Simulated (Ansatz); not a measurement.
The pair A = PH3 (SMILES P) (first 4 atoms), B = HI (SMILES I); geometry from B3LYP-D3(BJ)/def2-TZVP.
(charge 0, multiplicity 1):
```xyz
6

P     -0.4587     0.1022     0.2345
H      0.0537    -1.0670    -0.3781
H     -1.7480    -0.0248    -0.3371
H      0.0251     0.9780    -0.7674
I      0.0847     0.8805     4.3377
H     -0.1252     0.5802     2.7487
```

Correlated levels freeze the cores. Filled d and f shells under p-block atoms count as core.

The values were computed with Ansatz (Gaussian basis) for Hartree–Fock, density functionals and correlated methods. Each number belongs to the level named beside it. In def2 rows elements past Kr take small-core potentials, without spin–orbit coupling.

Total energies (hartree), monomers frozen at their geometry in the pair:

```tsv
structure	PBE/def2-TZVPPD	CCSD(T)/def2-SVPD	CCSD(T)/def2-TZVPPD
AB	-641.2799800	-639.9124572	-640.1120635
A in the pair's basis	-342.9838920	-342.5439484	-342.6908790
B in the pair's basis	-298.2918891	-297.3667315	-297.4189827
A	-342.9838024	-342.5420677	-342.6905586
B	-298.2918548	-297.3657745	-297.4186038
```

Q: Work out the interaction energy without and with the counterpoise correction, and the superposition error, for each level.

A: 
E(AB) − E(A) − E(B), times 627.509 kcal/mol, with the monomers in their own basis and then in the pair's basis:
- PBE/def2-TZVPPD: -2.71 uncorrected, -2.63 corrected; the monomers gain 0.08 kcal/mol from borrowed functions
- CCSD(T)/def2-SVPD: -2.90 uncorrected, -1.12 corrected; the monomers gain 1.78 kcal/mol from borrowed functions
- CCSD(T)/def2-TZVPPD: -1.82 uncorrected, -1.38 corrected; the monomers gain 0.44 kcal/mol from borrowed functions

Ansatz is a first-principles code.
